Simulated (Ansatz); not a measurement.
`C[AsH]N[SiH3]` + H₂ → `[SiH3]N[AsH2]` + CH₄ at 500 K and 1 bar (hydrogenolysis of the As–C bond).

Isolated molecules relaxed with PBE0-D4/def2-TZVP in Ansatz; ΔE leaves out vibrations. CCSD(T)/CBS is the MP2 limit (def2-TZVPP, def2-QZVPP) plus CCSD(T) − MP2 in def2-TZVPP, frozen cores. This one scheme is used for every species. For As outer-core shells are correlated without core-valence functions, which leaves a few kJ/mol of doubt a bond. Scalar relativity is left out up to krypton. One conformer a species, not always the lowest.

| species | CCSD(T)/CBS energy (Eh) | H − E (kJ/mol) | S (J/(mol·K)) |
| --- | --- | --- | --- |
| `C[AsH]N[SiH3]` | -2621.67089 | 277.3 | 433.5 |
| H₂ | -1.17544 | 41.0 | 145.5 |
| `[SiH3]N[AsH2]` | -2582.40077 | 189.6 | 387.2 |
| CH₄ | -40.46206 | 135.6 | 206.8 |

H − E and S are ideal-gas, rigid-rotor, harmonic terms from PBE0-D4/def2-TZVP, for one conformer and one mirror image of each species. The MP2-based limit puts H₂ 0.8 mEh under its directly extrapolated value; such offsets cancel only in part. 1 Eh = 2625.50 kJ/mol, R = 8.31446 J/(mol·K).

**Question.** By hand: ΔE, ΔH, ΔS and ΔG.

**Answer.** ΔE = (-2582.40077) + (-40.46206) − (-2621.67089) − (-1.17544) = -0.01650 Eh = -43.3 kJ/mol. Δ(H − E) = 189.6 + 135.6 − 277.3 − 41.0 = 6.9, so ΔH = -36.4 kJ/mol. ΔS = 387.2 + 206.8 − 433.5 − 145.5 = 15.0 J/(mol·K). ΔG = -36.4 − 500 × (15.0)/1000 = -43.9 kJ/mol.

**Question.** By hand: the equilibrium constant, and the temperature at which ΔG would vanish if ΔH and ΔS stayed fixed.

**Answer.** log₁₀ K = −ΔG/(RT ln 10) = 4.6. ΔH and −TΔS have one sign here, so there is no such temperature.

ΔH outweighs TΔS. A doubt of 5 kJ/mol in ΔE shifts log₁₀ K by 0.5 here. Other conformers and mirror images would add mixing entropy, several J/(mol·K) or more a flexible species. These are equilibria of isolated gas molecules and say nothing of rates. Largest T1 diagnostic: 0.011 (customary marks: 0.02 for closed shells, 0.045 for open ones).
